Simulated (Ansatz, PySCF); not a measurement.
Stretching the In1–H2 bond in H5InSi (SMILES [SiH3][InH2]) (multiplicity 1 held, fragments rigid). Energies count from the point at 1.738 Å.
Geometry at that point (charge 0, multiplicity 1):
```xyz
7

In    -0.32667    -0.55207     0.06666
H      0.14658    -1.70442     1.27819
H     -1.69917    -0.94454    -0.92206
Si     0.98425     1.66634    -0.20679
H      0.75722     2.53070     0.98115
H      0.57859     2.43361    -1.41050
H      2.44423     1.40738    -0.29782
```

R- and RO- levels are restricted; in cc, def2 and unpolarised 6-31G sets they are followed outwards from rest. U- levels take the lowest unrestricted solution at each point, which mixes spins at long bonds. Active spaces are followed from a long bond inwards. Curves can end on different states.

Frozen-core correlation. Filled d and f shells under p-block atoms count as core. Rows in 3-21G carry no dispersion term and start afresh at each structure; the Pople sets are all-electron and without relativity.

Run with Ansatz (an electronic-structure program) with Gaussian orbitals; PySCF for 3-21G rows. Values without a source in brackets are computed. In def2 rows elements past Kr take small-core potentials, without spin–orbit coupling.

Energies in eV.

| R (Å) | R-HF/3-21G | R-PBE/def2-TZVPP | U-PBE/def2-TZVPP | FIC-MRCISD+Q on CASSCF(2,2)/def2-TZVPP |
|---|---|---|---|---|
| 1.390 | 1.50 | 1.14 | 1.14 | 1.29 |
| 1.564 | 0.35 | 0.22 | 0.22 | 0.27 |
| 1.738 | 0.00 | 0.00 | 0.00 | 0.00 |
| 1.912 | 0.08 | 0.12 | 0.12 | 0.11 |
| 2.085 | 0.40 | 0.41 | 0.41 | 0.41 |
| 2.346 | 1.05 | 0.96 | 0.96 | 0.98 |
| 2.607 | 1.76 | 1.52 | 1.52 | 1.56 |
| 3.041 | 2.90 | 2.32 | 2.32 | 2.32 |
| 3.475 | 3.88 | 2.91 | 2.75 | 2.79 |
| 3.997 | 4.84 | 3.39 | 2.94 | 3.04 |
| 4.692 | 5.80 | 3.76 | 2.99 | 3.13 |
| 5.561 | 6.55 | 3.98 | 3.00 | 3.15 |

Doubts at one or more of the structures used: a restricted determinant that unrestricted orbitals would lower (R-HF/3-21G, R-PBE/def2-TZVPP); a spin-contaminated determinant (U-PBE/def2-TZVPP).
